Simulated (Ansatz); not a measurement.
Computed with Ansatz on PBE0-D4/def2-TZVP structures; ΔE is electronic, products minus reactants. CCSD(T)/CBS is the MP2 limit (def2-TZVPP, def2-QZVPP) plus CCSD(T) − MP2 in def2-TZVPP, frozen cores. This one scheme is used for every species. Functionals use def2-TZVPP. For Ge outer-core shells are correlated without core-valence functions, which leaves a few kJ/mol of doubt a bond. Scalar relativity is left out up to krypton. Each species was taken in one conformer, which may not be the lowest.

Reaction (ligand exchange at the Si–N bond): `N[SiH2][GeH3]` + H–F → `F[SiH2][GeH3]` + NH₃

CCSD(T)/CBS gives -80.0 kJ/mol.

Another level gave -78.3 kJ/mol. Which?
A. PBE-QIDH/def2-TZVPP
B. r2SCAN-D4/def2-TZVPP
C. CAM-B3LYP/def2-TZVPP
D. HF/def2-TZVPP

A. PBE-QIDH -78.3, r2SCAN-D4 -85.3, CAM-B3LYP -90.0, HF/def2-TZVPP -95.4 kJ/mol.

Largest T1 diagnostic among the species: 0.012.

Leaving LDA and LC-ωPBE aside and taking each functional with its dispersion term where it has one, the values, not all of them listed here, spread over 15.5 kJ/mol, from B97M-V to revPBE-D4. LDA lies +8.3 kJ/mol from PBE without D4. In def2-TZVPP, CCSD(T) changes the Hartree–Fock value by +15.1 kJ/mol (the triples alone add +1.9 kJ/mol) and MP2 by +17.8 kJ/mol. The D4 term adds +6.2 kJ/mol with B3LYP and +3.4 kJ/mol with PBE0; it sums over pairs of atoms, weighted by their polarisabilities, and B3LYP, whose exchange is more repulsive, gets the larger term.

B3LYP here is the variant with VWN-RPA as its local correlation; programs differ in this.
